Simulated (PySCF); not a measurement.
Question: Write Cartesian coordinates for `B[NH][SnH3]` as optimised with PBE0-D3(BJ)/def2-SVP.

Answer: 
```
atom  x, y, z in Å
B1    -1.6420   -0.1552   -0.0066
N2    -0.3889   -0.2314   -0.6131
Sn3    1.3963    0.3413    0.2489
H4    -2.6285   -0.5184   -0.6131
H5    -1.7352    0.2740    1.1255
H6    -0.3437   -0.5953   -1.5607
H7     2.4771   -0.9830    0.1279
H8     2.0064    1.6835   -0.6246
H9     1.0171    0.7337    1.8631
```

Any rigid rotation of these coordinates is as good. Atoms count from 1 in this order. Sn3 (tin bonded to N and 3 H) is distorted tetrahedral (angles from 105.5° to 112.7°). B1 (three-coordinate boron) is planar (angles 120.6°, 119.8° and 119.6°, sum 360.0°, 0.00 Å off the plane of its three neighbours). N2 (boron-bound nitrogen) is planar (angles 125.5°, 117.7° and 116.8°, sum 360.0°, 0.00 Å off the plane of its three neighbours).

Bonds between heavy atoms (Å): B1–N2 1.394, N2–Sn3 2.063.

Theory: PBE0-D3(BJ)/def2-SVP geometry optimisation, gas phase, def2 core potentials past Kr (PySCF).

Point group: near Cs, missed by 0.21 Å at most; the miss may be what the optimiser left on a soft mode. No frequency check.
